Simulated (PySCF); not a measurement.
**H9NSi3: calculation against experiment**

**Measured values to compare with.**

From Beach, A photoelectron spectroscopic study of bonding in inorganic and organometallic compounds, PhD thesis, LBL 1985, for the gas: N 1s binding energy of N2 403.91 eV.

The results are set against them at the end.

Species: H9NSi3.
Numbering: `[SiH3:1][N:2]([SiH3:3])[SiH3:4]` (hydrogens: H5, H6, H7 on Si1; H8, H9, H10 on Si3; H11, H12, H13 on Si4)

Geometry (PBE0-D3(BJ)/def2-TZVP, Å), atoms numbered from 1 in this order:
```
atom  x, y, z in Å
Si1    0.2752    1.6443    0.6108
N2     0.0143    0.0326    0.0111
Si3   -1.6138   -0.5256   -0.2442
Si4    1.3442   -1.0809   -0.1166
H5    -0.7093    2.5594   -0.0218
H6     0.1016    1.7286    2.0870
H7     1.6605    2.0612    0.2774
H8    -2.4252    0.5867   -0.8015
H9    -1.5836   -1.6701   -1.1895
H10   -2.2554   -0.9780    1.0208
H11    1.5848   -1.8200    1.1535
H12    1.0418   -2.0720   -1.1801
H13    2.5759   -0.3226   -0.4512
```

The PySCF runs (gas phase, on this PBE0-D3(BJ)/def2-TZVP geometry; non-relativistic but for the core-level run):

```csv
level,job,basis functions
"delta-SCF UKS SCAN, pcX-3 on the ionised atom, pcseg-2 elsewhere, spin-free X2C","ΔSCF core ionisation, 3 holes",323
```

## Comparison

**Core binding energies.** Delta-SCF UKS SCAN, pcX-3 on the ionised atom, pcseg-2 elsewhere, spin-free X2C (PySCF 2.14.0).

```json
{"level and atom": "N 1s, N2", "computed (eV)": "403.95", "measured (eV)": "403.91", "computed − measured (eV)": "+0.04"}
```

Sources, in the order of the opening: Beach, A photoelectron spectroscopic study of bonding in inorganic and organometallic compounds, PhD thesis, LBL 1985. The computed values are vertical, without vibrational structure; measured positions hang on the energy calibration. 

The geometry is computed, not the measured one. Where a level misses, the cause wasn't examined.
